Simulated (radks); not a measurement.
Valence configurations of P (all share [Ne]). All-electron calculation, Dirac Kohn-Sham, LDA (Slater exchange, Perdew-Wang correlation), spin-unpolarised, spherical densities, point nucleus; open shells are shared between the two j in proportion to 2j + 1. Program: a radial shooting solver on a logarithmic mesh with Libxc functionals. Energies are relative to 3s2 3p3; eigenvalues in eV.

valence      E (eV)  e(3p1/2)  e(3p3/2)  e(3s1/2)
3s2 3p3       0.000    -5.633    -5.578   -14.016
3s1.5 3p3.5   4.230    -5.918    -5.861   -14.378
3s1 3p4       8.497    -6.190    -6.131   -14.723
3s0.5 3p4.5  12.801    -6.450    -6.390   -15.052
3p5          17.139    -6.701    -6.640         -

NIST lists [Ne] 3s2 3p3 as the ground configuration; this level of theory agrees among the configurations tried. The energies are those of spherical spin-averaged densities, not of single terms.
